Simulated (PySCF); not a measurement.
CH₆Sn. Atoms are numbered in the order given.

```xyz
8

Sn     0.0000     0.0000    -0.3001
C      0.0000     0.0000     1.8393
H     -1.3902    -0.8026    -0.8874
H      1.3902    -0.8026    -0.8874
H      0.0000     1.6052    -0.8874
H     -0.8872     0.5122     2.2113
H      0.8872     0.5122     2.2113
H      0.0000    -1.0245     2.2113
```
Charge 0, spin multiplicity 1.

The structure is a stationary point at PBE0-D3(BJ)/def2-TZVP. The def2 effective core potentials stand for the cores of Sn; spin–orbit coupling is left out.

Calculation: CAM-B3LYP/def2-TZVPD (PySCF).

Symmetry labels are those of the subgroup Cs that the program uses (full group C3v).

**Question.** List the valence orbital energies around the gap with their symmetry. (An estimate is asked for; the answer gives what the named calculation found.)

**Answer.** 
| orbital | symmetry | energy (eV) |
|---|---|---|
| HOMO−7 | A' | -29.41 |
| HOMO−6 | A' | -20.99 |
| HOMO−5 | A' | -15.69 |
| HOMO−4 | A' | -12.95 |
| HOMO−3 | A" | -12.95 |
| HOMO−2 | A' | -10.22 |
| HOMO−1 | A" | -10.22 |
| HOMO | A' | -9.73 |
| LUMO | A' | 0.57 |
| LUMO+1 | A' | 0.83 |
| LUMO+2 | A' | 1.58 |
| LUMO+3 | A" | 1.58 |
